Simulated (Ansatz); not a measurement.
`[NH2][Zn][CH2]C=O` + `N[SiH](S)Cl` → `N[Si](S)(Cl)C=O` + `[CH3][Zn][NH2]`  (formal exchange of groups at a C–C bond)

Gas-phase electronic energies from Ansatz, PBE0-D4/def2-TZVP geometries. CCSD(T)/CBS adds triple-zeta CCSD(T) − MP2 to the extrapolated MP2 energy (def2 sets, frozen cores). Functionals use def2-TZVPP. For Zn outer-core shells are correlated without core-valence functions, which leaves a few kJ/mol of doubt a bond. Scalar relativity is left out up to krypton. Each species was taken in one conformer, which may not be the lowest.

`[NH2][Zn][CH2]C=O`:

Cartesian coordinates in Å:
```
N -1.972 -1.145 -1.328
Zn -0.685 -0.144 -0.532
C 0.594 1.074 0.303
C 1.486 0.292 1.174
O 1.296 0.060 2.343
H -1.785 -1.552 -2.233
H -2.471 -1.822 -0.769
H 1.144 1.568 -0.502
H 0.007 1.794 0.878
H 2.387 -0.125 0.667
```

`N[SiH](S)Cl`:

Z-matrix (Å, degrees):
```
Si
S 1 2.123
Cl 1 2.069 2 107.8
N 1 1.694 2 105.5 3 124.8
H 1 1.477 2 115.1 3 -116.6
H 2 1.343 1 94.3 3 27.8
H 4 1.007 1 120.7 2 158.7
H 4 1.007 1 121.2 2 -50.3
```

`N[Si](S)(Cl)C=O`:

```xyz
10

N    -0.773    0.036   -1.350
Si   -0.068   -0.324    0.146
S     1.809   -1.274   -0.121
Cl   -1.438   -1.450    1.186
C     0.314    1.159    1.309
O     0.081    2.291    0.970
H    -0.236    0.519   -2.052
H    -1.756    0.252   -1.406
H     1.317   -2.166   -0.999
H     0.749    0.959    2.317
```

`[CH3][Zn][NH2]`:

Cartesian coordinates in Å:
```
C -1.434 -0.717 0.285
Zn 0.277 0.105 -0.052
N 1.943 0.766 -0.379
H -1.809 -1.209 -0.616
H -2.172 0.024 0.598
H -1.353 -1.472 1.070
H 2.425 1.270 0.351
H 2.124 1.232 -1.257
```

```
            species  PBE0-D4 energy (Eh)
`[NH2][Zn][CH2]C=O`          -1988.19605
      `N[SiH](S)Cl`          -1204.75749
  `N[Si](S)(Cl)C=O`          -1317.99567
   `[CH3][Zn][NH2]`          -1874.94653
```

Q: Work out ΔE.

A: ΔE = (-1317.99567) + (-1874.94653) − (-1988.19605) − (-1204.75749) = 0.01134 Eh = +29.8 kJ/mol. CCSD(T)/CBS gives +24.8 kJ/mol.

Largest T1 diagnostic among the species: 0.016.

From PBE to PBE0 (25 % exact exchange), in def2-TZVPP and without D4, ΔE moves by +3.6 kJ/mol. In def2-TZVPP, CCSD(T) changes the Hartree–Fock value by −13.1 kJ/mol (the triples alone add −1.2 kJ/mol) and MP2 by −11.4 kJ/mol. The D4 term adds −4.8 kJ/mol with B3LYP and −2.9 kJ/mol with PBE0; it sums over pairs of atoms, weighted by their polarisabilities, and B3LYP, whose exchange is more repulsive, gets the larger term.

B3LYP here is the variant with VWN-RPA as its local correlation; programs differ in this.
